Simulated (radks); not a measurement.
Values are calculated unless marked as measured or tabulated.
All-electron atom: Os XIX in [Kr] 4d10 4f11 6d1 (not the ground configuration). Code: a radial shooting solver on a logarithmic mesh with Libxc functionals. Model: Dirac Kohn-Sham, PBE, spin-unpolarised, spherical densities, point nucleus; open shells fill j = l - 1/2 first.

Radial electron density D(r) = 4 pi r^2 rho(r):

| r (bohr) | D(r) (e/bohr) |
|---|---|
| 0.00156 | 17.15 |
| 0.001802 | 21.00 |
| 0.002081 | 25.57 |
| 0.002403 | 30.93 |
| 0.002753 | 36.76 |
| 0.003179 | 43.77 |
| 0.003672 | 51.60 |
| 0.00424 | 60.14 |
| 0.004897 | 69.17 |
| 0.005656 | 78.38 |
| 0.006479 | 86.82 |
| 0.007483 | 94.97 |
| 0.008642 | 101.7 |
| 0.009981 | 106.4 |
| 0.01153 | 108.5 |
| 0.01331 | 108.1 |
| 0.01537 | 105.3 |
| 0.01761 | 101.5 |
| 0.02034 | 97.70 |
| 0.02349 | 95.92 |
| 0.02713 | 97.94 |
| 0.03133 | 104.6 |
| 0.03618 | 115.3 |
| 0.04146 | 126.7 |
| 0.04788 | 136.3 |
| 0.05529 | 139.7 |
| 0.06386 | 135.1 |
| 0.07375 | 124.6 |
| 0.08517 | 113.7 |
| 0.09758 | 109.1 |
| 0.1127 | 113.1 |
| 0.1301 | 122.7 |
| 0.1503 | 128.6 |
| 0.1736 | 122.4 |
| 0.2005 | 103.6 |
| 0.2297 | 82.62 |
| 0.2652 | 68.44 |
| 0.3063 | 67.73 |
| 0.3538 | 74.68 |
| 0.4086 | 77.93 |
| 0.4718 | 70.39 |
| 0.5449 | 53.64 |
| 0.6243 | 35.48 |
| 0.721 | 19.52 |
| 0.8327 | 9.151 |
| 0.9616 | 3.567 |
| 1.111 | 1.064 |
| 1.283 | 0.3673 |
| 1.469 | 0.5710 |
| 1.697 | 0.9096 |
| 1.96 | 0.8484 |
| 2.263 | 0.4824 |
| 2.614 | 0.1717 |
| 3.019 | 0.03707 |
| 3.459 | 0.005270 |
| 3.994 | 0.0003709 |

D(r) has 5 maxima, at r = 0.0121, 0.0549, 0.152, 0.399, 1.79 bohr, and minima at 0.0237, 0.0984, 0.287, 1.30 bohr, inside which lie 2.03, 11.12, 30.14, 57.16 electrons.
